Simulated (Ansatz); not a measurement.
Ansatz (a program for electronic structure) input (B3LYP-D3(BJ)/def2-TZVP):

Ansatz 0.2 input:
```yaml
crystal:
  periodic: [false, false, false]
  atoms:
    - {symbol: Ti, position_ang: [0.03483253, -0.01197774, 0.00728161]}
    - {symbol: O, position_ang: [1.49945614, -0.58972016, -0.37998420]}
    - {symbol: F, position_ang: [-0.63102829, -0.37733541, 1.61600141]}
    - {symbol: F, position_ang: [-0.84483230, 0.96537849, -1.19139032]}
basis:
  gaussian:
    orbitals: def2-TZVP
hamiltonian:
  xc: b3lyp
  dispersion: d3bj
total_charge: -1
magnetization: {spin_polarized: true, initial_magnetization: 1}
relax: {f_tol: 0.002, max_steps: 150}
```

Output:

```
Functional definition: B3LYP
integrals: 0.05 GiB planned
926 factors; their error is unknown
mean field: 0.68 GiB planned
mean field evaluation 1: about -30601.3892 eV, gradient 3.6e1 eV
mean field evaluation 2: about -30481.7462 eV, gradient 1.9e2 eV
mean field evaluation 4: about -30605.7385 eV, gradient 1.2e1 eV
mean field evaluation 8: about -30606.2362 eV, gradient 9.2e-2 eV
mean field evaluation 16: about -30606.3612 eV, gradient 1.5e-4 eV
mean field -30606.36120827 eV, -1124.7630286674 hartree, gradient 1.8e-5 eV, S^2 0.752617; 2 other end points of the search recorded, 0 dependent functions left out
the calculation of the forces begins
reference -30606.36146426 eV, -1124.7630380748 hartree; 25, 24 occupied and 113, 114 virtual orbitals, 926 factors
relax step   1: F+E_penalty+E_count = -30606.45722453 eV  Δ(F+E_penalty+E_count) = +0.000e0 eV  max|allowed force component| = 2.203e0 eV/Å  Δτ_max = 0.0000 Å  (49 SCF iters, accepted)
these checks for a lower state are left out or cut short: starts, cluster_reference, orbital_swaps, neighbouring_geometries, increment
integrals: 0.05 GiB planned
926 factors; their error is unknown
mean field: 0.68 GiB planned
mean field -30606.57616868 eV, -1124.7709283166 hartree, gradient 1.5e-5 eV, S^2 0.753061; 0 other end points of the search recorded, 0 dependent functions left out
the calculation of the forces begins
reference -30606.57642673 eV, -1124.7709377997 hartree; 25, 24 occupied and 113, 114 virtual orbitals, 926 factors
relax step   2: F+E_penalty+E_count = -30606.67105386 eV  Δ(F+E_penalty+E_count) = -2.138e-1 eV  max|allowed force component| = 9.027e-1 eV/Å  Δτ_max = 0.0493 Å  (43 SCF iters, accepted)
these checks for a lower state are left out or cut short: starts, cluster_reference, orbital_swaps, neighbouring_geometries, increment
integrals: 0.05 GiB planned
926 factors; their error is unknown
mean field: 0.68 GiB planned
mean field evaluation 32: about -30606.5070 eV, gradient 2.3e-2 eV
mean field -30606.62830131 eV, -1124.7728441553 hartree, gradient 1.1e-5 eV, S^2 0.753376; 0 other end points of the search recorded, 0 dependent functions left out
the calculation of the forces begins
reference -30606.62855856 eV, -1124.7728536090 hartree; 25, 24 occupied and 113, 114 virtual orbitals, 926 factors
relax step   3: F+E_penalty+E_count = -30606.72232166 eV  Δ(F+E_penalty+E_count) = -5.127e-2 eV  max|allowed force component| = 1.425e-1 eV/Å  Δτ_max = 0.0370 Å  (43 SCF iters, accepted)
these checks for a lower state are left out or cut short: starts, cluster_reference, orbital_swaps, neighbouring_geometries, increment
integrals: 0.05 GiB planned
926 factors; their error is unknown
mean field: 0.68 GiB planned
mean field -30606.62969799 eV, -1124.7728954822 hartree, gradient 2.2e-5 eV, S^2 0.753389; 0 other end points of the search recorded, 0 dependent functions left out
the calculation of the forces begins
reference -30606.62995503 eV, -1124.7729049284 hartree; 25, 24 occupied and 113, 114 virtual orbitals, 926 factors
relax step   4: F+E_penalty+E_count = -30606.72356664 eV  Δ(F+E_penalty+E_count) = -1.245e-3 eV  max|allowed force component| = 1.040e-2 eV/Å  Δτ_max = 0.0102 Å  (43 SCF iters, accepted)
these checks for a lower state are left out or cut short: starts, cluster_reference, orbital_swaps, neighbouring_geometries, increment
integrals: 0.05 GiB planned
926 factors; their error is unknown
mean field: 0.68 GiB planned
mean field -30606.62970678 eV, -1124.7728958056 hartree, gradient 8.2e-6 eV, S^2 0.753391; 0 other end points of the search recorded, 0 dependent functions left out
the calculation of the forces begins
reference -30606.62996385 eV, -1124.7729052526 hartree; 25, 24 occupied and 113, 114 virtual orbitals, 926 factors
relax step   5: F+E_penalty+E_count = -30606.72358092 eV  Δ(F+E_penalty+E_count) = -1.428e-5 eV  max|allowed force component| = 3.118e-3 eV/Å  Δτ_max = 0.0016 Å  (36 SCF iters, accepted)
these checks for a lower state are left out or cut short: starts, cluster_reference, orbital_swaps, neighbouring_geometries, increment
integrals: 0.05 GiB planned
926 factors; their error is unknown
mean field: 0.67 GiB planned
mean field -30606.62970674 eV, -1124.7728958040 hartree, gradient 2.7e-5 eV, S^2 0.753390; 0 other end points of the search recorded, 0 dependent functions left out
the calculation of the forces begins
reference -30606.62996381 eV, -1124.7729052512 hartree; 25, 24 occupied and 113, 114 virtual orbitals, 926 factors
relax step   6: F+E_penalty+E_count = -30606.72358143 eV  Δ(F+E_penalty+E_count) = -5.131e-7 eV  max|allowed force component| = 7.004e-5 eV/Å  Δτ_max = 0.0003 Å  (29 SCF iters, accepted)
integrals: 0.05 GiB planned
926 factors; their error is unknown
mean field: 0.67 GiB planned
mean field evaluation 64: about -30606.5084 eV, gradient 1.1e-1 eV
mean field -30606.62970674 eV, -1124.7728958040 hartree, gradient 2.7e-5 eV, S^2 0.753390; 3 other end points of the search recorded, 0 dependent functions left out
the calculation of the forces begins
reference -30606.62996381 eV, -1124.7729052512 hartree; 25, 24 occupied and 113, 114 virtual orbitals, 926 factors
Total energy: -30606.72383850 eV, -1124.7763550824 hartree
Atom 0 at     0.049831    -0.017321     0.003649 Å, force     0.000027    -0.000013    -0.000009 eV/Å
Atom 1 at     1.555431    -0.611813    -0.395111 Å, force    -0.000070     0.000028     0.000019 eV/Å
Atom 2 at    -0.661108    -0.398689     1.698916 Å, force     0.000023    -0.000018     0.000017 eV/Å
Atom 3 at    -0.885727     1.014168    -1.255546 Å, force     0.000020     0.000003    -0.000028 eV/Å
Dipole moment:    -0.354923     0.140144     0.094002 e Å
```

The spin state was set by rule; other spins were not relaxed.
